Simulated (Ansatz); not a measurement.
Consider the ligand exchange at the In–C bond: `C[O][InH][CH3]` + HCl → `C[O][InH][Cl]` + CH₄.

Computed with Ansatz on PBE0-D4/def2-TZVP structures; ΔE is electronic, products minus reactants. CBS: MP2 limit from def2 TZ/QZ plus the TZ coupled-cluster correction, frozen cores. This one scheme is used for every species. Functionals use def2-TZVPP. Elements past krypton have def2 core potentials. For In outer-core shells are correlated without core-valence functions, which leaves a few kJ/mol of doubt a bond. One conformer a species, not always the lowest.

`C[O][InH][CH3]`:

Z-matrix (Å, degrees):
```
C
O 1 1.395
H 1 1.102 2 114.0
H 1 1.098 2 110.6 3 120.7
H 1 1.099 2 110.6 3 -120.7
In 2 1.997 1 123.9 3 -0.1
C 6 2.141 2 112.6 1 0.0
H 6 1.707 2 110.0 1 -180.0
H 7 1.091 6 109.5 2 -58.8
H 7 1.089 6 111.3 2 -179.6
H 7 1.091 6 109.5 2 59.7
```

HCl:

Cartesian coordinates in Å:
```
Cl -0.274 0.484 -0.315
H 0.274 -0.484 0.315
```

`C[O][InH][Cl]`:

Cartesian coordinates in Å:
```
C 0.280 0.186 1.274
O -0.369 -0.738 0.435
In -0.520 -0.543 -1.512
Cl 0.526 1.421 -2.209
H 0.705 1.042 0.736
H -0.428 0.572 2.016
H 1.095 -0.312 1.811
H -1.290 -1.628 -2.551
```

CH₄:

```xyz
5

C     0.000    0.000    0.000
H     0.977    0.046   -0.479
H    -0.667    0.726   -0.464
H     0.104    0.229    1.060
H    -0.415   -1.001   -0.117
```

```json
{"species": "`C[O][InH][CH3]`", "LC-ωPBE energy (Eh)": "-345.77303"}
{"species": "HCl", "LC-ωPBE energy (Eh)": "-460.69673"}
{"species": "`C[O][InH][Cl]`", "LC-ωPBE energy (Eh)": "-766.01576"}
{"species": "CH₄", "LC-ωPBE energy (Eh)": "-40.51009"}
```

Problem. Work out ΔE.

Solution. ΔE = (-766.01576) + (-40.51009) − (-345.77303) − (-460.69673) = -0.05609 Eh = -1.53 eV. CCSD(T)/CBS gives -1.52 eV.

Problem. What do rigid-rotor, harmonic-oscillator terms from PBE0-D4/def2-TZVP frequencies (298.15 K, 1 bar) make of the CCSD(T)/CBS value? (Estimate.)

Solution. The calculation gave: ΔZPE = +0.11 eV, ΔH = -1.42 eV, ΔS = -15 J/(mol·K), ΔG = -1.38 eV. Modes under 50 cm⁻¹ make the entropy rough.

Largest T1 diagnostic among the species: 0.016.

Leaving LDA and LC-ωPBE aside and taking each functional with its dispersion term where it has one, the values, not all of them listed here, spread over 0.16 eV, from BHLYP-D4 to revPBE-D4. LDA lies +0.08 eV from PBE without D4. From BLYP to BHLYP (50 % exact exchange), in def2-TZVPP and without D4, ΔE moves by −0.10 eV.
